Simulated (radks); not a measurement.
Charge is removed step by step from the 5p3/2 level of Gd+, starting from [Kr] 4d10 4f7 5s2 5p(1/2: 2, 3/2: 4) 5d1 6s1. Calculated with a radial shooting solver on a logarithmic mesh with Libxc functionals: Dirac Kohn-Sham, PBEsol, spin-unpolarised, spherical densities, finite nucleus; open shells fill j = l - 1/2 first; Fermi nuclear charge, rms radius 5.1569 fm.

removed (e)  E - E(0) (eV)  eigenvalue (eV)  E minus straight line (eV)
0                    0.000          -32.213                       0.000
0.125                4.113          -33.597                      -0.629
0.25                 8.400          -35.005                      -1.084
0.375               12.865          -36.435                      -1.362
0.5                 17.510          -37.886                      -1.459
0.625               22.337          -39.356                      -1.374
0.75                27.350          -40.845                      -1.104
0.875               32.549          -42.350                      -0.646
1                   37.938          -43.872                       0.000

Removing the whole electron costs 37.938 eV by Delta-SCF, against 32.213 eV from minus the eigenvalue at the starting occupation. Slater's transition state (half an electron removed) gives 37.886 eV. Integrating minus the eigenvalue over the occupation (Janak's theorem) gives 37.938 eV. The mean slope of the eigenvalue, de/dn, is 11.7 eV per electron.
